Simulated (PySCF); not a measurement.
# Electron correlation in Al⁺ (aluminium, charge +1)

[Ne] 3s2, closed-shell 1S. All numbers are calculated (PySCF 2.14, scalar relativity by spin-free X2C-1e, in x2c-TZVPPall (5s5p3d1f, 42 functions)). Frozen: 1s2; 10 electrons correlated.

| level | correlation energy (mhartree) |
| --- | --- |
| CCSD | -190.72 |
| (T) | -2.23 |
| CCSD(T) | -192.95 |

Diagnostics: T1 = 0.0067, D1 = 0.0189, largest double amplitude 0.103.

**Question.** Is a single reference adequate?

**Answer.** Mostly. T1 lies below 0.03, but a double amplitude of this size points to a near-degeneracy that CCSD handles and MP2 describes poorly.

This basis was not built for core-valence correlation, so the inner-shell part is incomplete.
